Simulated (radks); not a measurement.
Values are calculated unless marked as measured or tabulated.
Trend from K+ to Kr+: ionisation energy by Delta-SCF between NIST ground configurations, and size. Level of theory: scalar-relativistic Kohn-Sham, r2SCAN, spin-polarised, spherical densities, finite nucleus; open shells are filled with parallel spins first; meta-GGA in the generalised Kohn-Sham scheme; Fermi nuclear charge, rms radius of each element as measured or else 0.836 A^(1/3) + 0.57 fm (a radial shooting solver on a logarithmic mesh with Libxc functionals).

| species | configuration | configuration of the ion | IE (eV) | NIST (eV) | kind | outermost | <r> outermost (bohr) | r at 0.001 e/bohr^3 (bohr) |
|---|---|---|---|---|---|---|---|---|
| K+ | [Ar] | [Ne] 3s2 3p5 | 32.092 | 31.625 | exp. | 3p | 1.42 | 3.29 |
| Ca+ | [Ar] 4s1 | [Ar] | 11.720 | 11.872 | exp. | 4s | 3.61 | 4.33 |
| Sc+ | [Ar] 3d1 4s1 | [Ar] 3d1 | 12.970 | 12.800 | exp. | 4s | 3.33 | 4.27 |
| Ti+ | [Ar] 3d2 4s1 | [Ar] 3d2 | 13.917 | 13.576 | exp. | 4s | 3.13 | 4.17 |
| V+ | [Ar] 3d4 | [Ar] 3d3 | 15.798 | 14.63 | exp. | 3d | 1.50 | 3.60 |
| Cr+ | [Ar] 3d5 | [Ar] 3d4 | 17.376 | 16.486 | exp. | 3d | 1.37 | 3.52 |
| Mn+ | [Ar] 3d5 4s1 | [Ar] 3d5 | 16.156 | 15.640 | exp. | 4s | 2.73 | 3.89 |
| Fe+ | [Ar] 3d6 4s1 | [Ar] 3d6 | 16.709 | 16.199 | exp. | 4s | 2.64 | 3.84 |
| Co+ | [Ar] 3d8 | [Ar] 3d7 | 17.470 | 17.084 | exp. | 3d | 1.17 | 3.41 |
| Ni+ | [Ar] 3d9 | [Ar] 3d8 | 19.293 | 18.169 | exp. | 3d | 1.08 | 3.35 |
| Cu+ | [Ar] 3d10 | [Ar] 3d9 | 21.032 | 20.292 | exp. | 3d | 1.01 | 3.29 |
| Zn+ | [Ar] 3d10 4s1 | [Ar] 3d10 | 18.543 | 17.964 | exp. | 4s | 2.39 | 3.62 |
| Ga+ | [Ar] 3d10 4s2 | [Ar] 3d10 4s1 | 20.525 | 20.515 | exp. | 4s | 2.22 | 3.74 |
| Ge+ | [Ar] 3d10 4s2 4p1 | [Ar] 3d10 4s2 | 15.685 | 15.935 | exp. | 4p | 2.52 | 3.92 |
| As+ | [Ar] 3d10 4s2 4p2 | [Ar] 3d10 4s2 4p1 | 18.856 | 18.589 | exp. | 4p | 2.28 | 3.92 |
| Se+ | [Ar] 3d10 4s2 4p3 | [Ar] 3d10 4s2 4p2 | 21.792 | 21.20 | exp. | 4p | 2.09 | 3.86 |
| Br+ | [Ar] 3d10 4s2 4p4 | [Ar] 3d10 4s2 4p3 | 21.030 | 21.591 | exp. | 4p | 1.97 | 3.79 |
| Kr+ | [Ar] 3d10 4s2 4p5 | [Ar] 3d10 4s2 4p4 | 24.569 | 24.360 | exp. | 4p | 1.83 | 3.71 |

Reference values: NIST Atomic Spectra Database (exp. = measured, semi-emp. = semi-empirical, theory = theoretical value adopted there). Open shells are spherical and high-spin; term and fine-structure splittings are not resolved.
